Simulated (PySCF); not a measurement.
PySCF input for H₃NSeZn, SMILES [Zn]([SeH])[NH2], HF/pcSseg-1. Coordinates come from a B3LYP-D3(BJ)/def2-SVP optimisation. The structure was generated by enumeration; whether it is a known compound was not checked. One conformer was computed; it need not be the lowest.

```python
import numpy as np
from pyscf import gto, scf, dft
from pyscf.prop.nmr import rhf as nmr

mol = gto.M(
    atom='''
    Zn   -0.01885076    0.85386269    0.00000000
    N     0.11972291    2.67876450   -0.00000000
    H    -0.24569397    3.16240843   -0.82022294
    H    -0.24569397    3.16240843    0.82022294
    Se    0.04842099   -1.44617503   -0.00000000
    H    -1.42746335   -1.52209811    0.00000000
    ''',
    basis='pcSseg-1',
    charge=0,
    spin=0,
    max_memory=1600,
    verbose=3,
)
mf = scf.RHF(mol)
mf.conv_tol = 1e-10
mf.max_cycle = 100
mf.kernel()
n = nmr.NMR(mf)
n.verbose = 2
n.max_cycle_cphf = 60
sigma = n.kernel()
print('atom   isotropic/ppm   span/ppm')
for i, s in enumerate(sigma):
    w = np.linalg.eigvalsh((s + s.T) / 2)
    print(f'{mol.atom_symbol(i):2s}{i + 1:3d} {w.mean():14.3f} {w[2] - w[0]:11.3f}')
```

Program output:

```
converged SCF energy = -4233.38306044742
atom   isotropic/ppm   span/ppm
Zn  1       1717.765    1132.670
N   2        294.603      59.640
H   3         32.295      23.579
H   4         32.295      23.579
Se  5       2535.016     677.307
H   6         32.316      27.727
```

Self-consistency was reached.

Cost: around 14 core-seconds (rough).
